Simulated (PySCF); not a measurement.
Si(H)(PH2)3 (H₇P₃Si), SMILES P[SiH](P)P.

The structure is a stationary point at PBE0-D3(BJ)/def2-SVP. One conformer was computed; it need not be the lowest.

Two levels are set side by side: PBE/def2-TZVP (PySCF) and HF/def2-TZVP (PySCF). Same geometry, gas phase. Differences are taken from unrounded values.

```
quantity                       PBE
---------------------------  -----
orbital gap (eV)              5.06
highest occupied level (eV)  -6.31
lowest empty level (eV)      -1.25
dipole moment (D)             0.61
mean polarisability (bohr³)  112.7
```

Question: These are the PBE values. What does HF give? (Estimate from the structure and the level; the computed values follow.)

Answer: 
```csv
quantity,HF,PBE minus HF
orbital gap (eV),12.38,-7.32
highest occupied level (eV),-9.74,3.44
lowest empty level (eV),2.63,-3.88
dipole moment (D),0.78,-0.17
mean polarisability (bohr³),104.1,8.6
```

Without exact exchange PBE keeps part of each electron's self-repulsion, which lifts occupied levels and narrows the gap. PBE's more diffuse valence density responds more strongly to a field. Differences between two approximate levels are no errors against the true value.

Rough cost on one machine, each run with all the roots and properties that it gave: HF against PBE about 1/4.
